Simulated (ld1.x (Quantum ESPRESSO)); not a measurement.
Reading a pseudo-wave (H (Z = 1))

Columns: radius, all-electron u(r) and pseudo u(r) of the 1s shell (level -6.36 eV) of hydrogen in the configuration 1s1; LDA (PZ), scalar-relativistic, RRKJ scheme, ld1.x (Quantum ESPRESSO) 7.5.

```csv
r (bohr),all-electron,pseudo
0.038,0.0677,0.0596
0.075,0.1288,0.1168
0.113,0.1869,0.1742
0.150,0.2390,0.2279
0.188,0.2884,0.2802
0.225,0.3326,0.3278
0.263,0.3743,0.3728
0.300,0.4115,0.4127
0.338,0.4464,0.4496
0.375,0.4774,0.4815
0.413,0.5063,0.5105
0.450,0.5318,0.5355
0.488,0.5555,0.5582
0.525,0.5762,0.5780
0.563,0.5953,0.5962
0.600,0.6118,0.6122
0.638,0.6268,0.6269
0.675,0.6397,0.6397
0.713,0.6512,0.6512
0.750,0.6609,0.6609
0.788,0.6693,0.6693
0.825,0.6762,0.6762
0.863,0.6819,0.6819
0.900,0.6864,0.6864
0.938,0.6899,0.6899
0.975,0.6922,0.6922
```

(1) How many radial nodes do the two functions have?

(2) At about which radius was the pseudo-wave matched?

(3) Is the pseudo-wave norm-conserving?

Answers

(1) The all-electron 1s function has n − l − 1 = 0; the pseudo-wave has 0.

(2) 0.75 bohr. The columns agree to 0.0005 from 0.60 bohr on; several derivatives are matched, so the curves merge somewhat inside the radius.

(3) Yes: the RRKJ scheme keeps the norm inside the radius equal to the all-electron one, which fixes the energy derivative of the logarithmic derivative at the level.
